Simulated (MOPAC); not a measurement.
Input file for MOPAC: PM6 on H5NOSe (a complex), monomers drawn apart or pushed together.

```
PM6 1SCF PRECISE CHARGE=0 THREADS=1
H5NOSe

N     -1.07292101 1     0.40476374 1     0.50212133 1
Se     0.39155693 1    -0.45012421 1    -0.29184315 1
H     -1.14490648 1     1.36278812 1     0.18172996 1
H     -1.93319109 1    -0.08622279 1     0.29239135 1
H     -0.03128953 1    -0.39510186 1    -1.71329138 1
O     -0.18296316 1     0.33389439 1     3.13901856 1
H     -0.55823648 1     0.35924883 1     2.24104202 1
H     -0.28216241 1    -0.57698091 1     3.43135575 1
```

It printed:

```
*******************************************************************************
 **                                                                           **
 **                              MOPAC v23.2.5                                **
 **                                                                           **
 *******************************************************************************
 ** MOPAC's Digital Object Identifier: https://doi.org/10.5281/zenodo.6511958 **
 **                                                                           **
 ** Please cite the open-source release paper for use of this MOPAC version:  **
 ** J. E. Moussa and J. J. P. Stewart (2026)                                  **
 ** MOPAC: An open-source semiempirical molecular orbital program             **
 ** J. Open Source Softw., 11(119), 8025, https://doi.org/10.21105/joss.08025 **
 *******************************************************************************

                              PM6 CALCULATION RESULTS

 *******************************************************************************
 *  PM6        - The PM6 Hamiltonian to be used
 *
 *
 *
 *                 CHARGE ON SYSTEM = 0
 *
 *
 *
 *  PRECISE    - TIGHTER CRITERIA TO BE USED
 *  1SCF       - DO 1 SCF AND THEN STOP
 *  THREADS=1  - MULTI-THREADING NOT USED
 *  T=         - A TIME OF 172800.0 SECONDS REQUESTED
 *  DUMP=N     - RESTART FILE WRITTEN EVERY 7200.0 SECONDS REQUESTED
 *******************************************************************************
PM6 1SCF PRECISE CHARGE=0 THREADS=1
 H5NOSe

   ATOM   CHEMICAL          X               Y               Z
  NUMBER   SYMBOL      (ANGSTROMS)     (ANGSTROMS)     (ANGSTROMS)

     1       N         -1.07292101  *   0.40476374  *   0.50212133  *
     2      Se          0.39155693  *  -0.45012421  *  -0.29184315  *
     3       H         -1.14490648  *   1.36278812  *   0.18172996  *
     4       H         -1.93319109  *  -0.08622279  *   0.29239135  *
     5       H         -0.03128953  *  -0.39510186  *  -1.71329138  *
     6       O         -0.18296316  *   0.33389439  *   3.13901856  *
     7       H         -0.55823648  *   0.35924883  *   2.24104202  *
     8       H         -0.28216241  *  -0.57698091  *   3.43135575  *



          CARTESIAN COORDINATES

    NO.       ATOM           X           Y           Z

     1         N         -1.0729      0.4048      0.5021
     2        Se          0.3916     -0.4501     -0.2918
     3         H         -1.1449      1.3628      0.1817
     4         H         -1.9332     -0.0862      0.2924
     5         H         -0.0313     -0.3951     -1.7133
     6         O         -0.1830      0.3339      3.1390
     7         H         -0.5582      0.3592      2.2410
     8         H         -0.2822     -0.5770      3.4314

 General Reference for PM6:
 "Optimization of Parameters for Semiempirical Methods V: Modification of NDDO Approximations
 and Application to 70 Elements", J. J. P. Stewart, J. Mol. Mod., 13, 1173-1213 (2007)
 URL: https://link.springer.com/article/10.1007/s00894-007-0233-4

           Empirical Formula: H5 N O Se  =     8 atoms



      MOLECULAR POINT GROUP   :   C1


      RHF CALCULATION, NO. OF DOUBLY OCCUPIED LEVELS = 11


 -------------------------------------------------------------------------------
 PM6 1SCF PRECISE CHARGE=0 THREADS=1
 H5NOSe



     1SCF WAS SPECIFIED, SO BFGS WAS NOT USED
     SCF FIELD WAS ACHIEVED


                              PM6 CALCULATION
                                                       MOPAC v23.2.5 Linux




          FINAL HEAT OF FORMATION =        -26.37152 KCAL/MOL =    -110.33844 KJ/MOL


          COSMO AREA              =        107.30 SQUARE ANGSTROMS
          COSMO VOLUME            =         88.26 CUBIC ANGSTROMS

          IONIZATION POTENTIAL    =          9.046325 EV
          HOMO LUMO ENERGIES (EV) =         -9.046 -0.765
          NO. OF FILLED LEVELS    =         11
          MOLECULAR WEIGHT        =        114.0056         POINT GROUP:  C1

          MOLECULAR DIMENSIONS (Angstroms)

            Atom       Atom       Distance
            H     8    H     5     5.15397
           Se     2    H     3     2.37441
            H     4    O     6     1.78432


          SCF CALCULATIONS        =          1





   ATOM   CHEMICAL          X               Y               Z
  NUMBER   SYMBOL      (ANGSTROMS)     (ANGSTROMS)     (ANGSTROMS)

     1       N         -1.07292101  *   0.40476374  *   0.50212133  *
     2      Se          0.39155693  *  -0.45012421  *  -0.29184315  *
     3       H         -1.14490648  *   1.36278812  *   0.18172996  *
     4       H         -1.93319109  *  -0.08622279  *   0.29239135  *
     5       H         -0.03128953  *  -0.39510186  *  -1.71329138  *
     6       O         -0.18296316  *   0.33389439  *   3.13901856  *
     7       H         -0.55823648  *   0.35924883  *   2.24104202  *
     8       H         -0.28216241  *  -0.57698091  *   3.43135575  *

                             CARTESIAN COORDINATES

   1    N       -1.072921010     0.404763740     0.502121330
   2   Se        0.391556930    -0.450124210    -0.291843150
   3    H       -1.144906480     1.362788120     0.181729960
   4    H       -1.933191090    -0.086222790     0.292391350
   5    H       -0.031289530    -0.395101860    -1.713291380
   6    O       -0.182963160     0.333894390     3.139018560
   7    H       -0.558236480     0.359248830     2.241042020
   8    H       -0.282162410    -0.576980910     3.431355750


           Empirical Formula: H5 N O Se  =     8 atoms



      MOLECULAR POINT GROUP   :   C1


                  EIGENVALUES
 -30.96250 -28.78661 -22.53702 -17.76069 -17.50939 -15.52306 -13.46402 -13.12659
 -10.84379 -10.80178  -9.04633  -0.76463   1.43820   4.48903   5.31256   5.91883
   7.21411


              NET ATOMIC CHARGES AND DIPOLE CONTRIBUTIONS

  ATOM NO.   TYPE          CHARGE      No. of ELECS.   s-Pop       p-Pop
    1          N          -0.588484        5.5885     1.61170     3.97679
    2         Se           0.097126        5.9029     1.98297     3.91991
    3          H           0.235128        0.7649     0.76487
    4          H           0.228548        0.7715     0.77145
    5          H           0.056713        0.9433     0.94329
    6          O          -0.669897        6.6699     1.78092     4.88898
    7          H           0.339544        0.6605     0.66046
    8          H           0.301322        0.6987     0.69868
 DIPOLE           X         Y         Z       TOTAL
 POINT-CHG.    -0.938    -1.341    -2.975     3.396
 HYBRID        -1.060     0.077    -1.416     1.770
 SUM           -1.999    -1.264    -4.391     4.987


          ATOMIC ORBITAL ELECTRON POPULATIONS

     Atom    s        px        py        pz
    1  N   1.61170   1.19768   1.19034   1.58877
    2 Se   1.98297   1.11743   1.73862   1.06386
    3  H   0.76487
    4  H   0.77145
    5  H   0.94329
    6  O   1.78092   1.90917   1.46302   1.51679
    7  H   0.66046
    8  H   0.69868

 **********************
 *                    *
 * JOB ENDED NORMALLY *
 *                    *
 **********************




 == MOPAC DONE ==
```

The run finished.

Cost: roughly 0.020 core-seconds.
